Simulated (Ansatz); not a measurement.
A structure relaxed at r2SCAN-D4/def2-TZVP in Ansatz, charge 0, singlet:

```xyz
4

Si    0.495    0.428   -1.870
Si   -0.491   -0.429    1.871
Si   -0.155   -1.145   -0.303
Si    0.151    1.146    0.302
```

Q: Give its formula and point group.

A: the cluster Si₄ (the lowest singlet isomer of a short search). Point group D2h (tolerance 0.1 Å).

Q: Summarise the bond lengths by kind (pairs closer than 1.2 times the sum of covalent radii, bridged metal pairs left out).

A: 5 × Si–Si 2.31 to 2.39 Å.

The structure comes from a short search, and lower isomers may exist.
